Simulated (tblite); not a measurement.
Species: C₄H₃ClSSi.
Bonds: C1–C2 (triple), C2–C3, C3–C4 (double), C4–S5 (double), C3–Si6, Si6–Cl7. Hydrogens: H8 on C1; H9, H10 on Si6.

Structure optimised with GFN2-xTB, isolated species.

Question: Give the optimised bond lengths and angles.

Answer: 
```
           bond  length (Å)   order
          C1≡C2       1.201  triple
          C2–C3       1.406  single
          C3=C4       1.302  double
          C4=S5       1.556  double
         C3–Si6       1.910  single
        Si6–Cl7       2.011  single
          C1–H8       1.048  single
Si6–H9, Si6–H10       1.458  single
```

Bonds in one row agree within 0.01 Å and their mean is given. Orders are formal, as drawn. A selection of angles:
```
     angle  degrees
  C2–C1–H8    178.6
  C1–C2–C3    178.0
  C2–C3–C4    125.0
 C2–C3–Si6    116.5
 C4–C3–Si6    118.4
  C3–C4–S5    173.6
C3–Si6–Cl7    108.6
 C3–Si6–H9    108.7
C3–Si6–H10    106.2
Cl7–Si6–H9    109.6
H9–Si6–H10    113.8
```

Torsions: C2–C3–Si6–Cl7 -83° (synclinal). The mirror-image conformer, all signs reversed, is as good.

Si6 (chlorine-bound silicon) is distorted tetrahedral (angles from 106.2° to 113.8°). The 3 C–C bonds span 1.201 Å (C1≡C2, drawn triple) to 1.406 Å (C2–C3, drawn single), a spread of 0.205 Å.

Point group: C1 (no symmetry element, even within 0.4 Å). Its lowest GFN2-xTB frequency is 5i cm⁻¹, too small to tell a flat minimum from a shallow saddle. One conformer, not necessarily the lowest. 3 starts were optimised and ended at 0.00, 0.00 and 0.11 kcal/mol (GFN2-xTB); the lowest of these is shown.

All values are computed, not measured.
